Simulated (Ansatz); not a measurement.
Species: SnI2, charge 0, singlet. SnI2 (SMILES [I][Sn][I]).
B3LYP-D3(BJ)/def2-TZVP minimum from Ansatz (an electronic-structure program):
```xyz
3

Sn     0.0121     0.0019     1.1958
I      1.0631    -1.8353    -0.5720
I     -1.0745     1.8335    -0.5562
```
Charge 0, spin multiplicity 1.

Total energies in def2-TZVPP, 18 correlated electrons, 27 frozen orbitals. UHF or UKS for unpaired electrons; spin-orbit terms are left out. Correlated methods leave the cores frozen (noble-gas shells, and filled d and f shells in the p block). Past Kr the def2 sets carry scalar-relativistic core potentials. Spin-orbit terms, left out, reach several kcal/mol for Br and I, and more for heavier atoms.

```
method    program  energy (Eh)  minus CCSDT(Q) (mEh)
--------  -------  -----------  --------------------
HF         Ansatz   -806.79609                399.93
MP2        Ansatz   -807.14227                 53.76
CCSD       Ansatz   -807.17536                 20.66
CCSD(T)    Ansatz   -807.19364                  2.39
CCSDT(Q)   Ansatz   -807.19602                  0.00
```

Rough core times of Ansatz's runs on a shared machine: CCSD(T) under 20 s, CCSDT(Q) 10 min.
